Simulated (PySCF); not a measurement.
Two species compared at the same levels of theory.

First species: C3H5NOSi.
InChI=1S/C3H5NOSi/c4-2-1-3-6-5/h1,3,5H,6H2/b3-1+

Second species: C3H2O2.
Bonds: C1–C2 (triple), C2–C3, C3–O4 (double), C3–O5. Hydrogens: H6 on C1; H7 on O5.

Levels: CAM-B3LYP/def2-SVPD for dipole moment, HOMO energy, LUMO energy, HOMO–LUMO gap, static isotropic polarisability and electronic spatial extent ⟨r²⟩ about the centre of nuclear charge; TDDFT CAM-B3LYP/def2-SVPD for lowest singlet excitation; TDA CAM-B3LYP/def2-SVPD for lowest triplet excitation (Tamm–Dancoff); GFN2-xTB for rotational constant A and rotational constant C. Geometries: GFN2-xTB. Each structure is a single optimised conformer of the isolated species, non-relativistic unless stated. Electronic properties by PySCF.

Dipoles, sizes and rotational constants follow the conformer. The torsions of the flexible species, by atom-mapped SMILES:
- `[N:1]#[C:2]/[CH:3]=[CH:4]/[SiH2:5][OH:6]`: C3–C4–Si5–O6 8°, H–O6–Si5–C4 65°
- `[CH:1]#[C:2][C:3](=[O:4])[OH:5]`: H–O5–C3–C2 180°

Values for the first species:

```
Dipole moment                                                     : 3.74 D
HOMO energy                                                       : -9.69 eV
LUMO energy                                                       : -0.89 eV
HOMO–LUMO gap                                                     : 8.80 eV
Lowest singlet excitation                                         : 6.05 eV
Lowest triplet excitation (Tamm–Dancoff)                          : 3.62 eV
Static isotropic polarisability                                   : 70.9 au
Electronic spatial extent ⟨r²⟩ about the centre of nuclear charge : 1010 bohr²
Rotational constant A                                             : 11.052 GHz
Rotational constant C                                             : 1.068 GHz
```

(1) Estimate the same properties for the second species, and the change in each.

Answers

(1) 
```csv
property,first,second,second less first
dipole moment,3.74 D,1.84 D,-1.90 D
HOMO energy,-9.69 eV,-9.99 eV,-0.30 eV
LUMO energy,-0.89 eV,-0.50 eV,+0.39 eV
HOMO–LUMO gap,8.80 eV,9.49 eV,+0.69 eV
lowest singlet excitation,6.05 eV,4.97 eV,-1.08 eV
lowest triplet excitation (Tamm–Dancoff),3.62 eV,4.55 eV,+0.93 eV
static isotropic polarisability,70.9 au,41.7 au,-29.2 au
electronic spatial extent ⟨r²⟩ about the centre of nuclear charge,1010 bohr²,376 bohr²,-634 bohr²
rotational constant A,11.052 GHz,12.219 GHz,+1.167 GHz
rotational constant C,1.068 GHz,3.111 GHz,+2.043 GHz
```

On the first: The principal polarisabilities are 51.3, 59.3 and 102.1 au; their mean is the isotropic value. The dipole equals about 12.5 × 10⁻³⁰ C·m (1 D = 3.33564 × 10⁻³⁰ C·m).

On the second: The principal polarisabilities are 27.2, 37.8 and 60.2 au; their mean is the isotropic value. The polarisability is 6.18 Å³ as a volume (1 au = 0.148185 Å³), or 1.16 au for each of the 36 electrons.
